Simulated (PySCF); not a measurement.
C2H4OSi, SMILES [SiH2](O)C#C (CAM-B3LYP/def2-SVP optimised geometry):

```
8

C      1.284     0.140     0.000
C      0.072     0.140     0.000
Si    -1.768     0.138    -0.013
O     -2.360    -1.296    -0.594
H      2.360     0.141     0.004
H     -2.274     0.265     1.371
H     -2.203     1.296    -0.840
H     -2.065    -1.593    -1.461
```

Computed with PySCF with CAM-B3LYP/def2-TZVP.

Question: What are the frontier orbital energies and the dipole moment?

Answer: HOMO-2 -10.66 eV, HOMO-1 -9.83 eV, HOMO -9.64 eV, LUMO 0.45 eV, LUMO+1 1.16 eV; dipole moment 1.64 D.

On the same geometry PBE/def2-TZVP (PySCF 2.14.0) gives HOMO-2 -7.60 eV, HOMO-1 -7.21 eV, HOMO -7.04 eV, LUMO -1.52 eV, LUMO+1 -0.96 eV; dipole moment 1.56 D.

Meta-Löwdin charges at CAM-B3LYP/def2-TZVP: C1 -0.15, C2 -0.32, Si3 0.92, O4 -0.75, H5 0.18, H6 -0.11, H7 -0.13, H8 0.35.
